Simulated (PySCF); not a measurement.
## Nonlinear optical response: 4-(methylthio)aniline (SMILES CSc1ccc(N)cc1)

Geometry (Å), atoms numbered from 1 in this order:
```xyz
18

C     3.463   -0.312   -0.564
S     2.524   -0.191    0.962
C     0.860   -0.017    0.393
C     0.464   -0.032   -0.948
C    -0.877    0.108   -1.298
C    -1.872    0.268   -0.325
N    -3.198    0.459   -0.674
C    -1.468    0.281    1.022
C    -0.133    0.142    1.371
H     3.354    0.590   -1.184
H     4.515   -0.405   -0.261
H     3.187   -1.203   -1.148
H     1.198   -0.156   -1.745
H    -1.155    0.097   -2.356
H    -3.878    0.226    0.038
H    -3.465    0.119   -1.588
H    -2.218    0.408    1.808
H     0.148    0.157    2.428
```

Computed with quadratic response CAM-B3LYP/aug-cc-pVDZ first hyperpolarisability, Taylor convention, gas phase in PySCF. Geometry: PBE0-D3(BJ)/def2-SVP.

Q: What is the first hyperpolarisability, and how does it disperse?

A: In au, Taylor convention; the vector part is βᵢ = ⅓ Σⱼ (βᵢⱼⱼ + βⱼᵢⱼ + βⱼⱼᵢ); β∥ is 3/5 of the vector part along the dipole, the dipole points from − to +:
```
                   process  λ (nm)  β vector norm    β∥  β HRS  depolarisation ratio
           static β(0;0,0)       ∞           99.2  49.2   41.5                  4.84
second harmonic β(−2ω;ω,ω)    1907           97.6  48.2   42.3                  4.33
         Pockels β(−ω;ω,0)    1907           98.7  49.0      –                     –
second harmonic β(−2ω;ω,ω)    1064           91.1  42.7   45.4                  3.12
         Pockels β(−ω;ω,0)    1064           97.5  48.1      –                     –
```

Q: Which lowest excitations, dipole and polarisabilities go with it?

A: S1 4.34 eV (f = 0.033); S2 4.54 eV (f = 0.008); S3 4.77 eV (f = 0.002); dipole 2.27 D; isotropic α 118.4 au static, 118.9 au at 1907 nm, 120.2 au at 1064 nm, 120.7 au at 953.5 nm, 126.6 au at 532 nm.
